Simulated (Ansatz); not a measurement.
Born–Oppenheimer molecular dynamics of CH9NOSSi2 (15 atoms, charge 0, multiplicity 1). It starts from a relaxed structure.

Computed with RKS B3LYP-D4/STO-3G in Ansatz 0.2.0.

```yaml
ensemble: NVT, Nosé–Hoover chain
time_step: 0.25 fs
steps_asked: 150
set_temperature: 500 K
thermostat: time constant 100 fs, chain length 3 (defaults)
masses: H 2.014 u
seed: 482932
```

First frame:

```xyz
15
Properties=species:S:1:pos:R:3
N -1.485 -0.382 1.127
Si -0.152 -0.412 -0.063
Si 1.782 -0.793 1.060
S -0.650 -1.877 -1.535
C -0.061 1.241 -1.021
O -1.458 1.676 -1.226
H -1.252 0.297 1.899
H -2.327 0.054 0.668
H 2.924 -0.560 0.204
H 1.896 0.093 2.197
H 1.855 -2.153 1.540
H -0.752 -2.883 -0.627
H 0.518 1.999 -0.446
H 0.475 1.104 -1.986
H -1.338 2.546 -1.760
```

**Question.** What does the run give?

**Answer.** All steps were run.

| Quantity | Value |
| --- | --- |
| steps done | 150 |
| time covered | 37.5 fs |
| mean temperature over the second half | 268 K |
| spread of the potential energy over the second half | 5.7 meV per atom |
| mean potential energy of the second half above the start | 26.9 meV per atom |

The conserved energy stayed within 0.023 meV per atom of its start (net change 0.013 meV per atom), so the integration is sound. The mean temperature of the second half is 46 % below the set value. A run of 0.037 ps of so small a system gives no equilibrium averages. Limits of this set-up: minimal basis.

**Question.** What happens to the structure?

**Answer.** The same pairs are bonded in the first frame and the last. Pairs count as bonded within 1.25 times the sum of covalent radii (0.12 Å more for H–H). The details hang on the random start.

**Question.** How do temperature and energy run in time?

**Answer.** 
| time (fs) | T (K) | potential energy less start (eV) | conserved less start (meV/atom) |
| --- | --- | --- | --- |
| 0 | 500 | 0.000 | 0.00 |
| 3 | 401 | 0.167 | 0.02 |
| 6 | 341 | 0.268 | 0.01 |
| 9 | 246 | 0.427 | 0.02 |
| 12 | 223 | 0.467 | 0.02 |
| 15 | 255 | 0.415 | 0.02 |
| 18 | 319 | 0.308 | 0.01 |
| 21 | 322 | 0.306 | 0.02 |
| 24 | 322 | 0.309 | 0.01 |
| 27 | 257 | 0.421 | 0.01 |
| 30 | 193 | 0.532 | 0.02 |
| 33 | 221 | 0.486 | 0.02 |
| 36 | 272 | 0.404 | 0.01 |

The run took 4.3 min on 1 thread of Intel(R) Xeon(R) 6975P-C (Granite Rapids) (shared host), peak memory 0.14 GiB.
